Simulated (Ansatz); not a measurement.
## Worked example: the barrier

An elementary step of AlSiH5ClF, singlet (SiH₃Cl ([SiH3][Cl]) + AlH₂F ([F][AlH2]) → AlH₂Cl ([AlH2][Cl]) + SiH₃F ([F][SiH3]) (still joined by a long Al–F bond); bonds formed: F2–Si5; dative contacts that become bonds: Al1–Cl6; bonds broken: Si5–Cl6; bonds weakened to dative contacts: Al1–F2). “Start” is the structure reached by relaxing down from the saddle towards the reactants; PBE0-D4/def2-TZVP structures. The saddle:

Al1  (-1.545, -0.262, -0.773)
F2  (-0.236, 0.921, -0.352)
H3  (-1.381, -0.701, -2.277)
H4  (-2.885, 0.170, -0.068)
Si5  (1.233, 0.279, 0.608)
Cl6  (-0.314, -1.580, 0.584)
H7  (2.036, 0.072, -0.610)
H8  (1.829, -0.541, 1.696)
H9  (1.264, 1.642, 1.190)
(Å)

Program: Ansatz 0.2.0. Basis: def2-TZVPP and def2-QZVPP. Cores are frozen in the correlated methods.

Energies in eV:

| quantity | saddle | start |
| --- | --- | --- |
| Hartree–Fock, triple zeta (X = 3) | -29738.51410 | -29739.10608 |
| Hartree–Fock, quadruple zeta (X = 4) | -29739.46668 | -29740.05212 |
| MP2 correlation, X = 3 | -18.33087 | -18.14759 |
| MP2 correlation, X = 4 | -20.00674 | -19.81420 |
| CCSD(T) correlation, X = 3 | -20.34135 | -20.16216 |

Question: Work out the barrier at the basis limit: extrapolate Hartree–Fock as E(X) = E∞ + A exp(−7.88 √X) and the MP2 correlation as E(X) = E∞ + B X^−2.97 (the exponents that Neese and Valeev fitted for def2-TZVPP and QZVPP), then add CCSD(T) − MP2 in triple zeta.

Answer: Each step is linear, so take the differences first (saddle − start): Hartree–Fock 0.59198 (X = 3) and 0.58544 (X = 4); MP2 correlation -0.18328 and -0.19254; CCSD(T) correlation -0.17919.
Two points give E∞ = E(4) + w [E(4) − E(3)], with w = 1/(exp(7.88 (2 − √3)) − 1) = 0.1377 for Hartree–Fock and w = 1/((4/3)^2.97 − 1) = 0.7407 for the correlation.
Hartree–Fock: 0.58544 + 0.1377 × (-0.00654) = 0.5845 eV.
MP2 correlation: -0.19254 + 0.7407 × (-0.00926) = -0.1994 eV.
CCSD(T) − MP2: -0.17919 − (-0.18328) = 0.0041 eV.
Sum: 0.5845 + (-0.1994) + 0.0041 = 0.3892 eV, or 8.98 kcal/mol. Plain CCSD(T) in triple zeta gives 0.4128 eV, so the larger basis shifts the result by -0.0236 eV.

T1 diagnostic: at most 0.011.

Ligand swaps between two centres remove the fluorinated layer in thermal atomic layer etching, and scramble precursors in the gas phase.

Labels in which every atom is bracketed show which atoms are joined, not bond orders.

For scale, one of the runs: CCSD(T)/def2-TZVPP, 227 basis functions, launched by `ansatz run in.yaml --threads 4 --pin off --events-out ev --progress --plain --max-ram 9574MiB`. Hardware: 4 CPU threads of an Arm Neoverse V1, shared host. Wall time 77 s; peak host memory 3.4 GiB.
